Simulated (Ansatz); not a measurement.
```yaml
crystal:
  periodic: [false, false, false]
  atoms:
    - {symbol: C, position_ang: [-0.649936, -1.800844, -4.497084]}
    - {symbol: C, position_ang: [0.217344, -1.655364, -3.259047]}
    - {symbol: C, position_ang: [0.229891, -0.241025, -2.702920]}
    - {symbol: C, position_ang: [1.093699, -0.095207, -1.461024]}
    - {symbol: C, position_ang: [1.190683, 1.328102, -0.925922]}
    - {symbol: C, position_ang: [-0.139482, 1.959912, -0.523914]}
    - {symbol: C, position_ang: [-0.949955, 1.165916, 0.492941]}
    - {symbol: C, position_ang: [-0.239565, 0.932564, 1.816307]}
    - {symbol: C, position_ang: [-1.105565, 0.198769, 2.827829]}
    - {symbol: C, position_ang: [-0.450929, -0.005370, 4.188009]}
    - {symbol: C, position_ang: [0.774869, -0.904328, 4.157277]}
    - {symbol: H, position_ang: [-0.301638, -1.145621, -5.300683]}
    - {symbol: H, position_ang: [-1.688816, -1.533555, -4.283523]}
    - {symbol: H, position_ang: [-0.642275, -2.825017, -4.877328]}
    - {symbol: H, position_ang: [-0.133017, -2.343603, -2.480740]}
    - {symbol: H, position_ang: [1.244614, -1.960582, -3.490103]}
    - {symbol: H, position_ang: [0.586956, 0.450579, -3.477216]}
    - {symbol: H, position_ang: [-0.799857, 0.062398, -2.480847]}
    - {symbol: H, position_ang: [0.712699, -0.762337, -0.678378]}
    - {symbol: H, position_ang: [2.104372, -0.453668, -1.688118]}
    - {symbol: H, position_ang: [1.872419, 1.337621, -0.069152]}
    - {symbol: H, position_ang: [1.660138, 1.962668, -1.686569]}
    - {symbol: H, position_ang: [0.059621, 2.958649, -0.118289]}
    - {symbol: H, position_ang: [-0.752040, 2.118629, -1.417490]}
    - {symbol: H, position_ang: [-1.237755, 0.197843, 0.065444]}
    - {symbol: H, position_ang: [-1.890482, 1.695895, 0.682796]}
    - {symbol: H, position_ang: [0.681953, 0.368236, 1.642777]}
    - {symbol: H, position_ang: [0.070398, 1.898281, 2.237370]}
    - {symbol: H, position_ang: [-2.040652, 0.755192, 2.961227]}
    - {symbol: H, position_ang: [-1.391467, -0.777488, 2.415043]}
    - {symbol: H, position_ang: [-0.178403, 0.971307, 4.605621]}
    - {symbol: H, position_ang: [-1.189719, -0.431747, 4.874815]}
    - {symbol: H, position_ang: [1.169489, -1.069855, 5.162441]}
    - {symbol: H, position_ang: [0.532102, -1.882508, 3.731048]}
    - {symbol: H, position_ang: [1.580297, -0.474401, 3.557434]}
basis:
  gaussian: {orbitals: def2-mTZVPP}
magnetization: {spin_polarized: true, initial_magnetization: 8}
hamiltonian: {xc: {name: PBE-QIDH}}
output: {forces: true}
```

```sh
$ ansatz run in.yaml --threads 11 --pin off --events-out ev --progress --plain --max-ram 174080MiB --backend cuda --devices 0, --max-vram 75GiB
```

It prints (some lines left out):

```
Functional definition: PBE-QIDH
3090 factors; integrals over basis functions are off by at most 1.2e-3 eV
mean field evaluation 1: about -11709.5077 eV, gradient 4.4e1 eV
mean field evaluation 2: about -11709.5297 eV, gradient 4.4e1 eV
mean field evaluation 4: about -11721.2423 eV, gradient 9.5e0 eV
mean field evaluation 8: about -11723.5259 eV, gradient 1.8e0 eV
mean field evaluation 16: about -11724.1079 eV, gradient 4.0e-1 eV
mean field evaluation 32: about -11724.4072 eV, gradient 5.5e-6 eV
mean field -11724.40718267 eV, -430.8640168744 hartree, gradient 5.5e-6 eV, S^2 20.026929; 6 other end points of the search recorded, 0 dependent functions left out
11 core orbitals not correlated: weight in the atoms' cores, before any rotation towards them, 1.000 or more for the frozen orbitals, at most 0.000 for the correlated occupied ones
reference -11724.40720308 eV, -430.8640176246 hartree; 38, 30 occupied and 280, 288 virtual orbitals, 3090 factors
second order -53.18618795 eV of doubles, -0.00000000 eV of singles
Total energy: -11742.13593240 eV, -431.5155364100 hartree
Atom 0 at    -0.649936    -1.800844    -4.497084 Å, force    -0.051989     0.327512    -0.240875 eV/Å
Atom 1 at     0.217344    -1.655364    -3.259047 Å, force    -1.869747    -0.081097     0.630559 eV/Å
Atom 2 at     0.229891    -0.241025    -2.702920 Å, force     6.452672    -2.496509    -0.140870 eV/Å
Atom 3 at     1.093699    -0.095207    -1.461024 Å, force    -1.530879     2.771225    -0.782818 eV/Å
Atom 4 at     1.190683     1.328102    -0.925922 Å, force    -5.130395    -1.107521    -6.169732 eV/Å
Atom 5 at    -0.139482     1.959912    -0.523914 Å, force     2.638039    -4.259402     4.455603 eV/Å
Atom 6 at    -0.949955     1.165916     0.492941 Å, force     1.880117     6.911960     2.528455 eV/Å
Atom 7 at    -0.239565     0.932564     1.816307 Å, force    -0.643805    -0.895478    -0.722336 eV/Å
Atom 8 at    -1.105565     0.198769     2.827829 Å, force    -1.689725    -1.641899     2.014151 eV/Å
Atom 9 at    -0.450929    -0.005370     4.188009 Å, force     7.262649     3.457653    -7.384273 eV/Å
Atom 10 at     0.774869    -0.904328     4.157277 Å, force    -2.127932    -1.604851     1.310478 eV/Å
Atom 11 at    -0.301638    -1.145621    -5.300683 Å, force    -0.049380    -0.109553     0.122527 eV/Å
Atom 12 at    -1.688816    -1.533555    -4.283523 Å, force     0.187002    -0.102112     0.032483 eV/Å
Atom 13 at    -0.642275    -2.825017    -4.877328 Å, force     0.053430     0.119884     0.152114 eV/Å
Atom 14 at    -0.133017    -2.343603    -2.480740 Å, force     0.175778    -0.076796     0.003252 eV/Å
Atom 15 at     1.244614    -1.960582    -3.490103 Å, force     0.423681     0.234332     0.226894 eV/Å
Atom 16 at     0.586956     0.450579    -3.477216 Å, force    -1.211067     1.484055    -0.008794 eV/Å
Atom 17 at    -0.799857     0.062398    -2.480847 Å, force    -2.875249     1.023835     0.818217 eV/Å
Atom 18 at     0.712699    -0.762337    -0.678378 Å, force    -0.468385    -1.205171     1.303799 eV/Å
Atom 19 at     2.104372    -0.453668    -1.688118 Å, force     0.963721    -0.563986     0.123080 eV/Å
Atom 20 at     1.872419     1.337621    -0.069152 Å, force     1.348890     0.156176     3.120923 eV/Å
Atom 21 at     1.660138     1.962668    -1.686569 Å, force     1.016633     0.736137     0.086428 eV/Å
Atom 22 at     0.059621     2.958649    -0.118289 Å, force     0.200789     1.502605     0.751455 eV/Å
Atom 23 at    -0.752040     2.118629    -1.417490 Å, force    -0.901627    -0.172794    -3.052381 eV/Å
Atom 24 at    -1.237755     0.197843     0.065444 Å, force    -0.280090    -3.227773    -1.786542 eV/Å
Atom 25 at    -1.890482     1.695895     0.682796 Å, force    -0.732236    -0.711896    -0.538418 eV/Å
Atom 26 at     0.681953     0.368236     1.642777 Å, force     0.961867    -0.444355    -0.255740 eV/Å
Atom 27 at     0.070398     1.898281     2.237370 Å, force     0.138586     0.624330    -0.436950 eV/Å
Atom 28 at    -2.040652     0.755192     2.961227 Å, force    -0.243663     0.270211     0.216626 eV/Å
Atom 29 at    -1.391467    -0.777488     2.415043 Å, force     0.319949     0.040952    -0.155697 eV/Å
Atom 30 at    -0.178403     0.971307     4.605621 Å, force    -0.580968     0.178732     0.944359 eV/Å
Atom 31 at    -1.189719    -0.431747     4.874815 Å, force    -3.686208    -2.289306     3.115563 eV/Å
Atom 32 at     1.169489    -1.069855     5.162441 Å, force    -0.013685     0.218805     0.243556 eV/Å
Atom 33 at     0.532102    -1.882508     3.731048 Å, force     0.176144     0.233972    -0.110207 eV/Å
Atom 34 at     1.580297    -0.474401     3.557434 Å, force    -0.112918     0.698121    -0.414889 eV/Å
Dipole moment:     0.167907    -0.298281    -1.110973 e Å
```

(1) What is wrong with this run?

Answers

(1) The spin is set far too high for this molecule. The calculation finished and met its thresholds. The result belongs to that input, not to the molecule as meant.
